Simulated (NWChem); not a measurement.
# GeCl3, doublet; SMILES [Cl][Ge]([Cl])[Cl]

Computed with NWChem. Pople sets run with spherical d functions. Spin-unrestricted. In the optimisation the excess spin sits in a (C3, its own frame). The geometry was optimised at PBE0/def2-SVP, spin-unrestricted. No stability test was run on the SCF state.

Task: Order these by “dipole (D)”, lowest first: UHF/6-311G**; UHF/STO-3G; UHF/def2-TZVPD.

Result: UHF/def2-TZVPD (1.47), UHF/6-311G** (1.84), UHF/STO-3G (2.70)
